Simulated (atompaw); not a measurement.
## Ho PAW (atompaw): all-electron and pseudo phase curves

* Element: holmium (Ho)
* Generator: atompaw 4.2.0.5
* Type: PAW
* Functional: LDA (PW92)
* Relativity: scalar-relativistic
* Frozen core: [Kr] 4d10
* Valence charge: 21
* Reference configuration: 4f11 5s2 5p6 5d0 6s2 6p0
* Partial waves: 5s (bound): rc 1.75 bohr; 6s (bound): rc 2.40 bohr; 5p (bound): rc 1.90 bohr; 6p (bound, empty): rc 2.40 bohr; 5d (bound, empty): rc 2.40 bohr; 5d channel at 4.75 Ry: rc 2.25 bohr; 4f (bound): rc 1.55 bohr; 4f channel at 0.35 Ry: rc 1.55 bohr
* Local potential: troulliermartins scheme with l = 4 at 0 Ry, radius 2.25 bohr
* Core correction: smooth core density matched at 1.70 bohr
* Augmentation charge: besselshape compensation charge, radius 1.85 bohr; PAW radius 2.40 bohr; waves and projectors: custom polynom vanderbiltortho

The phase is arctan(r·u′/u) with u = r·R(r), unwrapped; energies in Ry, scanned from -6 to 5 Ry. A pole is an energy at which the radial function vanishes at the test radius. The pseudo phase is shifted by a multiple of π to meet the all-electron one at the reference energy, and phase errors are pseudo minus all-electron; the curves can meet again beyond the range given. Levels narrower than the energy grid can be missing from the lists of poles.

**Question.** For each channel, where are the poles, and over which energies does the pseudopotential scatter like the atom?

**Answer.**

| channel | radius (bohr) | reference energy (Ry) | poles, all-electron | poles, pseudo | unbroken range about the reference energy with phases within 0.05 rad | phase error 1 Ry above the reference energy (rad) |
| --- | --- | --- | --- | --- | --- | --- |
| s | 2.41 | -0.29 | -3.52 | -3.52, 4.37 | below 4.7 | -0.008 |
| p | 2.41 | -0.09 | -1.44 | -1.44 | below 2.0 | -0.001 |
| d | 2.41 | -0.09 | 1.55 | 1.55 | the whole range | +0.000 |
| f | 2.41 | -0.25 | -0.17 | -0.17 | the whole range | +0.000 |

Phases in the f channel:

| E (Ry) | all-electron | pseudo |
| --- | --- | --- |
| -6.00 | 1.413 | 1.413 |
| -5.76 | 1.410 | 1.410 |
| -5.52 | 1.407 | 1.407 |
| -5.28 | 1.404 | 1.404 |
| -5.04 | 1.401 | 1.401 |
| -4.80 | 1.397 | 1.397 |
| -4.56 | 1.393 | 1.393 |
| -4.32 | 1.389 | 1.389 |
| -4.08 | 1.385 | 1.385 |
| -3.84 | 1.381 | 1.381 |
| -3.60 | 1.376 | 1.376 |
| -3.36 | 1.370 | 1.370 |
| -3.12 | 1.364 | 1.364 |
| -2.88 | 1.358 | 1.358 |
| -2.64 | 1.351 | 1.351 |
| -2.40 | 1.343 | 1.343 |
| -2.16 | 1.334 | 1.334 |
| -1.92 | 1.324 | 1.324 |
| -1.68 | 1.312 | 1.312 |
| -1.44 | 1.297 | 1.297 |
| -1.20 | 1.278 | 1.279 |
| -0.96 | 1.253 | 1.253 |
| -0.72 | 1.210 | 1.210 |
| -0.48 | 1.094 | 1.094 |
| -0.24 | -1.218 | -1.218 |
| 0.00 | -1.777 | -1.777 |
| 0.24 | -1.859 | -1.859 |
| 0.48 | -1.912 | -1.912 |
| 0.72 | -1.962 | -1.962 |
| 0.96 | -2.019 | -2.019 |
| 1.20 | -2.091 | -2.090 |
| 1.44 | -2.188 | -2.188 |
| 1.68 | -2.330 | -2.328 |
| 1.92 | -2.547 | -2.542 |
| 2.16 | -2.881 | -2.871 |
| 2.40 | -3.324 | -3.308 |
| 2.64 | -3.745 | -3.728 |
| 2.88 | -4.044 | -4.029 |
| 3.12 | -4.236 | -4.223 |
| 3.36 | -4.363 | -4.350 |
| 3.60 | -4.450 | -4.439 |
| 3.84 | -4.515 | -4.504 |
| 4.08 | -4.564 | -4.553 |
| 4.32 | -4.604 | -4.592 |
| 4.56 | -4.636 | -4.624 |
| 4.80 | -4.665 | -4.652 |
